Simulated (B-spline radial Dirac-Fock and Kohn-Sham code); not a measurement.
# K-shell conversion coefficients of V against transition energy

The computed values come from a B-spline atomic structure program: a Dirac-Hartree-Slater potential of the neutral atom with a Latter tail (no hole, which puts coefficients of high multipoles low close above an edge), finite nucleus with surface currents. Subshells within 1 keV of threshold and pair formation are left out.

```tsv
energy (keV)	E1	E2	E3	E4	M1	M4
10.4	24.2	1040	33500	1.05e+06	12.2	1.89e+06
10.7	22.4	961	31400	996000	11.2	1.70e+06
14.5	9.55	396	13000	417000	4.57	472000
17.6	5.48	212	6600	199000	2.58	188000
20	3.79	138	4070	116000	1.78	99500
31.7	0.972	27.0	616	13600	0.471	9190
37.6	0.582	14.4	293	5760	0.290	3730
50	0.245	4.94	82.3	1320	0.131	819
100	0.0288	0.342	3.38	31.8	0.0202	21.5
104	0.0255	0.294	2.81	25.7	0.0182	17.5
123	0.0152	0.153	1.29	10.3	0.0118	7.44
132	0.0122	0.116	0.927	7.03	0.00982	5.21
185	0.00433	0.0316	0.195	1.14	0.00419	0.981
200	0.00342	0.0235	0.136	0.753	0.00346	0.674
210	0.00295	0.0195	0.109	0.582	0.00307	0.533
272	0.00137	0.00740	0.0343	0.151	0.00164	0.159
301	0.00102	0.00511	0.0220	0.0905	0.00129	0.101
304	0.000993	0.00493	0.0211	0.0861	0.00126	0.0962
357	0.000631	0.00278	0.0106	0.0388	0.000870	0.0473
445	0.000348	0.00131	0.00431	0.0136	0.000528	0.0186
448	0.000342	0.00128	0.00420	0.0132	0.000520	0.0180
500	0.000257	0.000891	0.00273	0.00804	0.000408	0.0115
592	0.000170	0.000526	0.00145	0.00387	0.000283	0.00591
1000	5.47e-05	0.000126	0.000263	0.000533	9.64e-05	0.000901
1050	4.98e-05	0.000112	0.000229	0.000454	8.77e-05	0.000767
1070	4.81e-05	0.000107	0.000217	0.000427	8.45e-05	0.000721
1370	3.10e-05	6.14e-05	0.000113	0.000200	5.30e-05	0.000334
2000	1.71e-05	2.92e-05	4.70e-05	7.35e-05	2.71e-05	0.000115
2020	1.68e-05	2.87e-05	4.60e-05	7.17e-05	2.67e-05	0.000112
```

Q: How fast do they fall between 1370 and 2020 keV?

A: As powers of the energy: E1 E^-1.57, E2 E^-1.96, E3 E^-2.31, E4 E^-2.64, M1 E^-1.77, M4 E^-2.81. Within one type (E or M) the higher multipoles fall faster.
